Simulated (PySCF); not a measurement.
## How the method changes the constants of SeH⁻

State: ¹Σ⁺ (singlet), closed shell. Set-up: PySCF, no relativity, basis sets H def2-SVPD, Se def2-SVPD. De refers to H + Se⁻ in their high-spin ground configurations, without counterpoise correction. A positive dipole points towards Se; it is taken about the centre of mass and depends on that origin.

```tsv
Level	Re (Å)	ωe (cm⁻¹)	De (eV)	μ (D)	CPU s a point (SCF and correlation, without the integrals)
RHF	1.464	2507	n/a	-0.17	0.071
RHF-MP2	1.466	2467	n/a	n/a	0.12
RHF-SCS-MP2	1.471	2438	n/a	n/a	n/a
RHF-CCSD	1.474	2399	n/a	n/a	n/a
RHF-CCSD(T)	1.476	2381	n/a	n/a	1.6
PBE	1.491	2310	3.61	0.06	0.74
PBEsol	1.489	2327	3.80	0.04	0.55
PW91	1.490	2311	3.62	0.06	0.58
TPSS	1.485	2337	3.70	0.04	1.2
r²SCAN	1.476	2389	3.60	-0.02	1.1
PBE0	1.477	2404	3.55	-0.02	1.4
HSE06	1.478	2395	3.55	0.00	1.1
```

What does a quarter of exact exchange do here, going from PBE to PBE0?

PBE0 less PBE: -1.4 pm in Re, +4.1 % in ωe, -0.06 eV in De. Exact exchange removes part of the self-interaction that spreads semilocal densities, and in most molecules shortens and stiffens the bond and lowers De; so it does here.

What does the step from GGA to meta-GGA do here, going from PBE to r²SCAN?

r²SCAN less PBE: -1.5 pm in Re, +3.4 % in ωe, -0.01 eV in De. 

What does second-order correlation do here, going from RHF to RHF-MP2?

RHF-MP2 less RHF: +0.2 pm in Re, -1.6 % in ωe. Correlation nearly always deepens the well. The bond lengthens, as in strong covalent bonds, where excitations into antibonding orbitals dominate.

Correlated steps freeze 9 core orbitals. For an ion De counts to the pair picked by the measured ionisation energies or electron affinities, which need not be the lowest pair at this level. The highest Kohn–Sham level is positive in this anion. Much of that is self-interaction error, but it also means that the finite basis helps to hold the extra electron.

The whole job (state search and all levels along the bond) took about 2.1 min on 1 thread of Arm Neoverse N1 (shared host), peak memory 0.6 GiB.
